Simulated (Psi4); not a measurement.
C2H7N, charge +1, doublet, at a GFN2-xTB geometry (a state made from the parent by changing its charge; the spin is typed, not shown lowest); B3LYP/cc-pVDZ (Psi4 1.11).

Psi4 was given this input:
```
memory 2 GB

molecule {
1 2
C     1.21345303    0.27761551    0.17430656
N     0.03751869   -0.26276197   -0.35002414
C    -1.24784022   -0.03678500    0.14650277
H     1.92869828   -0.51779860    0.43796710
H     1.01682614    0.90235343    1.04484140
H     1.75201387    0.86309442   -0.58857406
H     0.12435315   -0.87090672   -1.16013127
H    -1.73453079   -0.98553706    0.42546873
H    -1.90726403    0.36768397   -0.63793418
H    -1.23640431    0.63546126    1.00367526
}

set {
  basis cc-pvdz
  reference uks
}

energy('b3lyp')
print_variables()
```

It wrote (shortened):

```
   => Loading Basis Set <=

    Name: CC-PVDZ
    Role: ORBITAL
    Keyword: BASIS

         ---------------------------------------------------------
                                   SCF
               by Justin Turney, Rob Parrish, Andy Simmonett
                          and Daniel G. A. Smith
                              UKS Reference
         ---------------------------------------------------------

  ==> Geometry <==

    Molecular point group: c1
    Full point group: C1

    Geometry (in Angstrom), charge = 1, multiplicity = 2:

       Center              X                  Y                   Z               Mass
    ------------   -----------------  -----------------  -----------------  -----------------
         C            1.212210573600     0.286317050158     0.185897845729    12.000000000000
         N            0.036276233600    -0.254060429842    -0.338432854271    14.003074004430
         C           -1.249082676400    -0.028083459842     0.158094055729    12.000000000000
         H            1.927455823600    -0.509097059842     0.449558385729     1.007825032230
         H            1.015583683600     0.911054970158     1.056432685729     1.007825032230
         H            1.750771413600     0.871795960158    -0.576982774271     1.007825032230
         H            0.123110693600    -0.862205179842    -1.148539984271     1.007825032230
         H           -1.735773246400    -0.976835519842     0.437060015729     1.007825032230
         H           -1.908506486400     0.376385510158    -0.626342894271     1.007825032230
         H           -1.237646766400     0.644162800158     1.015266545729     1.007825032230

  Running in c1 symmetry.

  Rotational constants: A =      1.38173  B =      0.29943  C =      0.26985 [cm^-1]
  Rotational constants: A =  41423.28617  B =   8976.57613  C =   8089.99534 [MHz]
  Nuclear repulsion =   85.132609887855168

  Charge       = 1
  Multiplicity = 2
  Electrons    = 25
  Nalpha       = 13
  Nbeta        = 12

  ==> Algorithm <==

  SCF Algorithm Type is DF.
  DIIS enabled.
  MOM disabled.
  Fractional occupation disabled.
  Guess Type is SAD.
  Energy threshold   = 1.00e-06
  Density threshold  = 1.00e-06
  Integral threshold = 1.00e-12

  ==> Primary Basis <==

  Basis Set: CC-PVDZ
    Blend: CC-PVDZ
    Number of shells: 39
    Number of basis functions: 77
    Number of Cartesian functions: 80
    Spherical Harmonics?: true
    Max angular momentum: 2

  ==> DFT Potential <==

   => LibXC <=

    Version 7.1.2
    S. Lehtola, C. Steigemann, M. J. T. Oliveira, and M. A. L. Marques,  SoftwareX 7, 1–5 (2018) (10.1016/j.softx.2017.11.002)

   => Composite Functional: B3LYP <=

    B3LYP Hyb-GGA Exchange-Correlation Functional

    P. J. Stephens, F. J. Devlin, C. F. Chabalowski, and M. J. Frisch,  J. Phys. Chem. 98, 11623 (1994) (10.1021/j100096a001)

    Deriv               =              1
    GGA                 =           TRUE
    Meta                =          FALSE

    Exchange Hybrid     =           TRUE
    MP2 Hybrid          =          FALSE

   => Exchange Functionals <=

    0.0800   Slater exchange
    0.7200         Becke 88

   => Exact (HF) Exchange <=

    0.2000               HF

   => Correlation Functionals <=

    0.1900   Vosko, Wilk & Nusair (VWN5_RPA)
    0.8100   Lee, Yang & Parr

   => LibXC Density Thresholds  <==

    XC_HYB_GGA_XC_B3LYP:  1.00E-15

   => Molecular Quadrature <=

    Radial Scheme          =       TREUTLER
    Pruning Scheme         =           NONE
    Nuclear Scheme         =       TREUTLER

    Blocking Scheme        =         OCTREE
    BS radius alpha        =              1
    Pruning alpha          =              1
    Radial Points          =             75
    Spherical Points       =            302
    Total Points           =         214882
    Total Blocks           =           1626
    Max Points             =            256
    Max Functions          =             77
    Weights Tolerance      =       1.00E-15

   => Loading Basis Set <=

    Name: (CC-PVDZ AUX)
    Role: JKFIT
    Keyword: DF_BASIS_SCF

  ==> Integral Setup <==

  SCF_SUBTYPE=INCORE selected. In-core MEM_DF algorithm will be used.
  Using in-core AOs.

  ==> MemDFJK: Density-Fitted J/K Matrices <==

    J tasked:                   Yes
    K tasked:                   Yes
    wK tasked:                   No
    Algorithm:                 Core
    Schwarz Cutoff:           1E-12
    Mask sparsity (%):       0.0000
    Fitting Condition:        1E-10

   => Auxiliary Basis Set <=

  Basis Set: (CC-PVDZ AUX)
    Blend: CC-PVDZ-JKFIT
    Number of shells: 135
    Number of basis functions: 371
    Number of Cartesian functions: 418
    Spherical Harmonics?: true
    Max angular momentum: 3

  Minimum eigenvalue in the overlap matrix is 8.6651449825E-03.
  Reciprocal condition number of the overlap matrix is 1.5674468177E-03.
    Using symmetric orthogonalization.

  ==> Pre-Iterations <==

  SCF Guess: Superposition of Atomic Densities via on-the-fly atomic UHF (no occupation information).

   -------------------------
    Irrep   Nso     Nmo
   -------------------------
     A         77      77
   -------------------------
    Total      77      77
   -------------------------

  ==> Iterations <==

                           Total Energy        Delta E     RMS |[F,P]|

   @DF-UKS iter SAD:  -134.75760406828866   -1.34758e+02   0.00000e+00
   @DF-UKS iter   1:  -134.70580031633648    5.18038e-02   7.30816e-03 DIIS/ADIIS
   @DF-UKS iter   2:  -134.70207352953435    3.72679e-03   7.23070e-03 DIIS/ADIIS
   @DF-UKS iter   3:  -134.86866077796287   -1.66587e-01   5.97187e-04 DIIS/ADIIS
   @DF-UKS iter   4:  -134.86946430785252   -8.03530e-04   3.88078e-04 DIIS/ADIIS
   @DF-UKS iter   5:  -134.86984041154548   -3.76104e-04   5.18584e-05 DIIS
   @DF-UKS iter   6:  -134.86985396305695   -1.35515e-05   1.73256e-05 DIIS
   @DF-UKS iter   7:  -134.86985572587395   -1.76282e-06   4.08490e-06 DIIS
   @DF-UKS iter   8:  -134.86985580607868   -8.02047e-08   1.00156e-06 DIIS
   @DF-UKS iter   9:  -134.86985581186704   -5.78837e-09   2.20661e-07 DIIS
  Energy and wave function converged.

  ==> Post-Iterations <==

   Electrons on quadrature grid:
      Nalpha   =   13.0000003022 ; deviation = 3.022e-07
      Nbeta    =   11.9999993091 ; deviation = -6.909e-07
      Ntotal   =   24.9999996114 ; deviation = -3.886e-07

   @Spin Contamination Metric:   4.298994002E-03
   @S^2 Expected:                7.500000000E-01
   @S^2 Observed:                7.542989940E-01
   @S   Expected:                5.000000000E-01
   @S   Observed:                5.000000000E-01

    Orbital Energies [Eh]
    ---------------------

    Alpha Occupied:

[...]
      13A     -0.520660

    Alpha Virtual:

[...]
      77A      2.806188

    Beta Occupied:

[...]
    Beta Virtual:

[...]
    Final Occupation by Irrep:
              A
    DOCC [    12 ]
    SOCC [     1 ]
    NA   [    13 ]
    NB   [    12 ]

  @DF-UKS Final Energy:  -134.86985581186704

   => Energetics <=

    Nuclear Repulsion Energy =             85.1326098878551676
    One-Electron Energy =                -342.3030522869283914
    Two-Electron Energy =                 138.5674528691869227
    DFT Exchange-Correlation Energy =     -16.2668662819807324
    Empirical Dispersion Energy =           0.0000000000000000
    VV10 Nonlocal Energy =                  0.0000000000000000
    Total Energy =                       -134.8698558118670405

  UHF NO Occupations:
  HONO-2 :   11  A 1.9993347
  HONO-1 :   12  A 1.9992298
  HONO-0 :   13  A 1.0000000
  LUNO+0 :   14  A 0.0007702
  LUNO+1 :   15  A 0.0006653
  LUNO+2 :   16  A 0.0001967
  LUNO+3 :   17  A 0.0001843

Computation Completed

Properties will be evaluated at   0.000000,   0.000000,   0.000000 [a0]

Properties computed using the SCF density matrix

 Multipole Moments:

 ------------------------------------------------------------------------------------
     Multipole            Electronic (a.u.)      Nuclear  (a.u.)        Total (a.u.)
 ------------------------------------------------------------------------------------

 L = 1.  Multiply by 2.5417464519 to convert [e a0] to [Debye]
 Dipole X            :          0.0938055           -0.0610455            0.0327600
 Dipole Y            :         -0.6569664            0.4275317           -0.2294347
 Dipole Z            :         -0.8751423            0.5695132           -0.3056291
 Magnitude           :                                                    0.3835657

 ------------------------------------------------------------------------------------

  Variable Map:
  ----------------------------------------------------------------------------
[...]
  Array Variable Map:
  ----------------------------------------------------------------------------
[...]
[...]
```
